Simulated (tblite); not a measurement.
C6H9O2 (doublet state).
Geometry (GFN2-xTB, Å), atoms numbered from 1 in this order:
```
atom  x, y, z in Å
C1     2.7657    0.2677   -0.3813
O2     1.7290    0.7075   -1.2142
C3     0.5098    0.1527   -0.9130
C4    -0.0315    0.7695    0.4842
O5     0.8236    0.5118    1.4458
C6    -1.3602    0.1285    0.6276
C7    -2.2063   -0.6332    1.2573
C8    -2.7315    0.0549    0.0249
H9     3.6370    0.8865   -0.5797
H10    2.9912   -0.7924   -0.5403
H11    2.4175    0.3888    0.6717
H12   -0.1950    0.4199   -1.7004
H13    0.5660   -0.9331   -0.7697
H14   -0.1679    1.8551    0.2784
H15   -2.4564   -1.2881    2.0535
H16   -3.3967    0.9059    0.1182
H17   -2.9017   -0.5304   -0.8729
```

Level: GFN2-xTB in tblite, geometry and Hessian alike; calculated harmonic values, unscaled, isolated species. This tight-binding method is rough: wavenumbers can miss measured ones by several per cent, in bad cases by 10 to 20. One conformer, not necessarily the lowest. Open shells enter through the occupations alone, without spin polarisation, and single modes of such species can be off by tens of per cent.

Harmonic wavenumbers (cm⁻¹): 50.6, 75.0, 118.6, 203.0, 229.2, 304.0, 350.6, 354.6, 453.8, 479.6, 531.5, 673.7, 749.5, 796.9, 926.0, 955.7, 970.3, 991.8, 993.9, 1036.2, 1045.1, 1053.6, 1112.1, 1142.1, 1159.8, 1190.6, 1222.8, 1251.8, 1271.3, 1321.3, 1365.5, 1414.0, 1423.8, 1442.2, 1483.3, 1835.3, 2658.3, 2702.1, 2909.9, 2928.1, 2995.7, 3002.1, 3023.4, 3041.5, 3249.0.

A = 5085, B = 1180, C = 1035 MHz; mass 113.060 u (most abundant isotopes); point group C1, symmetry number 1; spin multiplicity 2.

Q: What is the zero-point energy?

A: Half the sum of the wavenumbers: 29245 cm⁻¹ = 349.85 kJ/mol.

Q: Give the ideal-gas entropy at 273.15 K and 1 bar in the rigid-rotor, harmonic-oscillator model (classical rotation).

A: Translation 166.00, rotation 117.48, vibration 90.18, spin (R ln 2) 5.76: S = 379.4 J/(mol K).

Q: And Cp and H(273.15 K) − H(0)?

A: Cp = 130.80 J/(mol K), of which vibrations give 97.55 (their classical limit is 45 R = 374.2); H(273.15 K) − H(0) = 22.26 kJ/mol without the zero-point energy, 13.17 from vibrations.

Q: Blend soft modes into free rotors: weight 1/[1 + (100 cm⁻¹/ν̃)⁴] for the oscillator and the rest for a rotor with moment μB/(μ + B), μ = h/(8π²ν), B = 10⁻⁴⁴ kg m². What vibrational entropy results?

A: 82.67 J/(mol K) in place of 90.18, which changes −T·S at 273.15 K by +2.05 kJ/mol.

Q: What must be added to the electronic energy to get the Gibbs energy at 273.15 K and 1 bar?

A: ZPE + [H(273.15 K) − H(0)] − T·S = 349.85 + 22.26 − 103.64 = 268.47 kJ/mol.

Q: Which modes carry the vibrational entropy at 273.15 K?

A: 50.6 cm⁻¹: 19.33; 75.0 cm⁻¹: 16.09; 118.6 cm⁻¹: 12.36; 203.0 cm⁻¹: 8.14; 229.2 cm⁻¹: 7.24; 304.0 cm⁻¹: 5.23 J/(mol K); the other 39 give 21.78 together.

Hindered rotation and anharmonicity are outside this model. Other conformers, if any are populated, would add a mixing term that is left out. The structure is chiral; the term R ln 2 for an equal mix with its mirror image is left out.
